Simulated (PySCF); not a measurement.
C2H3, charge -1, singlet, at a GFN2-xTB geometry (in this run its highest filled SCF level lies above zero, so its values depend strongly on the basis, on diffuse functions most of all), with bond 3-1 at 1.3 times its length. Base run: TPSS/def2-SVP in PySCF.

PySCF was given this input:
```python
from pyscf import gto, scf, dft

mol = gto.M(
    atom='''
C     0.00856514    0.13575372    0.76152728
C    -0.00697222    0.01624273   -0.56463432
H     0.02352860   -1.23363422    1.39142568
H    -0.01955300    0.91982196   -1.20226169
H    -0.01007999   -0.91417901   -1.22516056
''',
    basis='def2-svp',
    charge=-1,
    verbose=4,
)

mf = dft.RKS(mol)
mf.xc = 'tpss'
mf.kernel()
mf.analyze()
```

Each row names what was changed in the base input (with any setting that the change needs).

```tsv
change	ΔE vs base (µEh)	SCF cycles	outcome
base	0.0	10	converged
solver = newton; init_guess = 1e	0.0	-	converged
DIIS = ADIIS	0.0	19	converged
diis = off; damp = 0.3 (with mf.diis_start_cycle = 200; with mf.max_cycle = 150)	-	150	not converged
diis_space = 4	0.0	10	converged
damp = 0.5; diis_start_cycle = 5	0.0	12	converged
init_guess = vsap	0.0	11	converged
conv_tol_grad = 1e-3	0.0	10	converged
DIIS = EDIIS	-	50	not converged
conv_tol = 1e-11	0.0	11	converged
conv_tol = 1e-7	0.0	8	converged
diis_space = 20	0.0	10	converged
solver = newton	0.0	-	converged
```
